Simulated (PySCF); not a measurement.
Question: Write Cartesian coordinates for `FC(F)(F)C(F)(F)C(F)(F)I` as optimised with PBE0-D3(BJ)/def2-SVP.

Answer: 
```
atom  x, y, z in Å
F1    -2.3241    0.1436   -0.7532
C2    -1.3714    0.0335    0.1593
F3    -1.4969    1.0190    1.0330
F4    -1.5109   -1.1232    0.7872
C5     0.0057    0.1136   -0.5507
F6     0.1117    1.3402   -1.0668
F7     0.0085   -0.7903   -1.5316
C8     1.2152   -0.1556    0.3750
F9     1.1553   -1.4024    0.8247
F10    1.1710    0.6778    1.4086
I11    3.0764    0.1239   -0.7068
```

Any rigid rotation of these coordinates is as good. Atoms count from 1 in this order. Of the pairs four or more bonds apart, F4···F9 is among the closest relative to their van der Waals radii: 2.68 Å, 91 % of the sum of Bondi's values.

Bonds between heavy atoms (Å): F1–C2 1.324, C2–F3 1.323, C2–F4 1.324, C2–C5 1.551, C5–F6 1.335, C5–F7 1.334, C5–C8 1.547, C8–F9 1.327, C8–F10 1.328, C8–I11 2.171.

Level of theory: PySCF 2.14.0, PBE0-D3(BJ)/def2-SVP geometry optimisation, gas phase, def2 core potentials past Kr.

Point group: near Cs, missed by 0.27 Å at most; the miss may be what the optimiser left on a soft mode. Whether it is a minimum is left open (no frequencies). One conformer, not necessarily the lowest (C2–C5–C8–F9 64°).
